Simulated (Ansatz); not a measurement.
Start from `SC1=CC1` and change one atom or group to get `[SiH3]OC1=CC1`.

Ansatz, PBE0-D4/def2-TZVP geometries, multiplicity 1. Each molecule was computed in one conformer, which needn't be the lowest.

```csv
property,`SC1=CC1`
size of the dipole moment (B3LYP/def2-TZVPP) / D,0.52
HOMO energy (B3LYP/def2-TZVPP) / eV,-6.23
HOMO–LUMO gap (B3LYP/def2-TZVPP) / eV,6.21
HOMO energy (ωB97M-V/def2-TZVPP) / eV,-8.54
size of the dipole moment (PBE/def2-TZVPP) / D,0.53
LUMO energy (PBE/def2-TZVPP) / eV,-0.78
```

What does the change do to each property? (Estimate.)

The calculation gave: 
```json
{"property": "size of the dipole moment (B3LYP/def2-TZVPP) / D", "`[SiH3]OC1=CC1`": "0.80", "shift": "0.28"}
{"property": "HOMO energy (B3LYP/def2-TZVPP) / eV", "`[SiH3]OC1=CC1`": "-6.43", "shift": "-0.20"}
{"property": "HOMO–LUMO gap (B3LYP/def2-TZVPP) / eV", "`[SiH3]OC1=CC1`": "6.19", "shift": "-0.02"}
{"property": "HOMO energy (ωB97M-V/def2-TZVPP) / eV", "`[SiH3]OC1=CC1`": "-8.85", "shift": "-0.31"}
{"property": "size of the dipole moment (PBE/def2-TZVPP) / D", "`[SiH3]OC1=CC1`": "0.79", "shift": "0.26"}
{"property": "LUMO energy (PBE/def2-TZVPP) / eV", "`[SiH3]OC1=CC1`": "-0.91", "shift": "-0.13"}
```

Dipoles are sizes alone; their direction can turn.

B3LYP here is the variant with VWN-RPA as its local correlation; programs differ in this.
